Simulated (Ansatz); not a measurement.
Ansatz (a first-principles code) input:

Ansatz 0.2 input:
```yaml
crystal:
  periodic: [false, false, false]
  atoms:
    - {symbol: C, position_ang: [-0.00000000, -0.00000000, -1.56301822]}
    - {symbol: Br, position_ang: [0.00000000, 0.00000000, 0.26794598]}
basis:
  gaussian:
    orbitals: def2-TZVP
hamiltonian:
  xc: b3lyp
  dispersion: d3bj
magnetization: {spin_polarized: true, initial_magnetization: 1}
phonons: {temperatures: {t_min: 298.15, t_max: 298.15, t_step: 100}}
```

Q: Which total energy does the run end on?

A: -2612.13410 Eh (B3LYP-D3(BJ)/def2-TZVP). The basis has 79 functions.
